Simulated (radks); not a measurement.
The numbers below are computed, except where a source is named.
The thulium ion Tm62+, 7 electrons, occupied as [He] 2s2 2p3. Level of theory: non-relativistic Kohn-Sham, LDA (Slater exchange, Perdew-Wang correlation), spin-unpolarised, spherical densities, point nucleus; relativity is left out, which matters for an element this heavy (a radial shooting solver on a logarithmic mesh with Libxc functionals).

Normalised radial functions P(r) = r R(r), r in bohr:

r	1s	2p
0.000803	0.8646	0.0047
0.0008839	0.9465	0.0057
0.000973	1.0354	0.0069
0.001071	1.1321	0.0083
0.001179	1.2369	0.0100
0.001298	1.3504	0.0121
0.001429	1.4732	0.0146
0.001572	1.6056	0.0176
0.001731	1.7482	0.0212
0.001905	1.9013	0.0255
0.002097	2.0653	0.0307
0.002309	2.2406	0.0369
0.002541	2.4271	0.0443
0.002797	2.6249	0.0533
0.003079	2.8338	0.0639
0.003362	3.0346	0.0755
0.003701	3.2633	0.0904
0.004074	3.5009	0.1081
0.004485	3.7462	0.1292
0.004936	3.9973	0.1541
0.005434	4.2518	0.1836
0.005981	4.5070	0.2183
0.006584	4.7595	0.2591
0.007247	5.0052	0.3069
0.007978	5.2395	0.3626
0.008781	5.4571	0.4275
0.009666	5.6523	0.5026
0.01064	5.8189	0.5890
0.01171	5.9502	0.6881
0.01289	6.0397	0.8009
0.01419	6.0809	0.9284
0.01562	6.0680	1.0716
0.0172	5.9958	1.2308
0.01893	5.8607	1.4063
0.02083	5.6609	1.5974
0.02293	5.3969	1.8030
0.02525	5.0717	2.0207
0.02779	4.6913	2.2474
0.03059	4.2645	2.4784
0.03367	3.8032	2.7078
0.03706	3.3211	2.9285
0.0408	2.8338	3.1317
0.04491	2.3573	3.3082
0.04943	1.9067	3.4476
0.05441	1.4956	3.5400
0.0599	1.1341	3.5760
0.06593	0.8285	3.5482
0.072	0.5994	3.4626
0.07925	0.4034	3.3029
0.08724	0.2585	3.0770
0.09603	0.1569	2.7933
0.1057	0.0897	2.4645
0.1164	0.0481	2.1072
0.1281	0.0240	1.7407
0.141	0.0110	1.3843
0.1552	0.0047	1.0559
0.1708	0.0018	0.7692
0.188	0.0006	0.5327
0.207	0.0002	0.3489
0.2278	0.0001	0.2150
0.2508	0.0000	0.1238
0.2761	0.0000	0.0662
0.3039	0.0000	0.0326

1s: eigenvalue -61094 eV, 0 radial nodes, <r> = 0.0219 bohr, 90 % of the charge inside 0.0390 bohr. 2p: eigenvalue -14000.0 eV, 0 radial nodes, <r> = 0.0759 bohr, 90 % of the charge inside 0.122 bohr.
